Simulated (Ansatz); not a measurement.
Job for Ansatz (a first-principles code): R-wB97M-V/def2-TZVPPD on CH3Br (SMILES CBr) with ghost functions, monomers drawn apart or pushed together. Files ending in .json are basis or fitting sets from the Basis Set Exchange.

Ansatz 0.2 input:
```yaml
crystal:
  periodic: [false, false, false]
  atoms:
    - {symbol: C, position_ang: [-0.37835008, -1.22003913, 3.08740301]}
    - {symbol: Br, position_ang: [-0.32841013, 0.65964426, 3.64196815]}
    - {symbol: H, position_ang: [-0.28137657, -1.24296186, 2.00747070]}
    - {symbol: H, position_ang: [-1.32994431, -1.62743731, 3.40957862]}
    - {symbol: H, position_ang: [0.45120214, -1.72258609, 3.57175405]}
basis:
  gaussian:
    orbitals: def2-TZVPPD.json
    ghost_atoms:
      - {symbol: C, position_ang: [-0.04807336, 0.49295128, 0.17416327]}
      - {symbol: C, position_ang: [-0.00730491, -0.26668080, -0.75058010]}
      - {symbol: H, position_ang: [-0.08614730, 1.15266238, 1.00907191]}
      - {symbol: H, position_ang: [0.02992696, -0.93229205, -1.57819080]}
hamiltonian:
  xc: {name: wB97M-V}
scf: {lower_state_search: off}
```

Question: Predict the final total energy.

Answer: -2613.9088 hartree.

Question: How many basis functions does it have, and what does it roughly cost on one machine?

Answer: 253 functions; very roughly 9 core-seconds.
